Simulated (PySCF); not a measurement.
C3H7NSi, SMILES C1(C)[SiH2]CN=1.

Geometry: B3LYP-D3(BJ)/def2-SVP. This is a generated structure with no PubChem entry under its InChIKey; it may be hypothetical.

Computed with HF/def2-TZVP in PySCF.

Symmetry labels are those of the subgroup Cs that the program uses (full group Cs).

**Question.** List the valence orbital energies around the gap with their symmetry. (The exact figures need the calculation; the answer reports its results.)

**Answer.** 
```
orbital  symmetry  energy (eV)
-------  --------  -----------
HOMO−7         A"       -16.34
HOMO−6         A'       -15.73
HOMO−5         A"       -15.37
HOMO−4         A'       -14.27
HOMO−3         A"       -13.19
HOMO−2         A'       -11.63
HOMO−1         A"       -10.90
HOMO           A'       -10.00
LUMO           A'         2.67
LUMO+1         A"         3.57
LUMO+2         A'         3.68
LUMO+3         A'         4.12
```
